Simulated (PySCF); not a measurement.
Precursor series Zn Cl-OH. Gas-phase values, no solvent. One relaxed conformer stands for each flexible species; it need not be the lowest.

All values below come from B3LYP-D3(BJ)/def2-TZVP // TPSS-D3(BJ)/def2-SVP in PySCF. B3LYP has the VWN-RPA correlation part, as in Gaussian. 

```json
[
 {"species": "0 of 2 Cl replaced by OH ([Zn(Cl)2])", "coordination number": "(withheld)", "HOMO–LUMO gap (eV)": "6.74", "charge on the central atom (meta-Löwdin) (e)": "(withheld)", "charge on the central atom (Mulliken) (e)": "0.60", "HOMO (eV)": "-8.86"},
 {"species": "1 of 2 Cl replaced by OH ([Zn(Cl)(OH)])", "coordination number": "2", "HOMO–LUMO gap (eV)": "6.54", "charge on the central atom (meta-Löwdin) (e)": "(withheld)", "charge on the central atom (Mulliken) (e)": "0.62", "HOMO (eV)": "-8.37"},
 {"species": "2 of 2 Cl replaced by OH ([Zn(OH)2])", "coordination number": "2", "HOMO–LUMO gap (eV)": "6.64", "charge on the central atom (meta-Löwdin) (e)": "1.29", "charge on the central atom (Mulliken) (e)": "0.62", "HOMO (eV)": "-8.15"}
]
```

### Question
Fill in the missing entries.

### Answer

- 0 of 2 Cl replaced by OH ([Zn(Cl)2]), coordination number: 2
- 0 of 2 Cl replaced by OH ([Zn(Cl)2]), charge on the central atom (meta-Löwdin) (e): 1.23
- 1 of 2 Cl replaced by OH ([Zn(Cl)(OH)]), charge on the central atom (meta-Löwdin) (e): 1.26
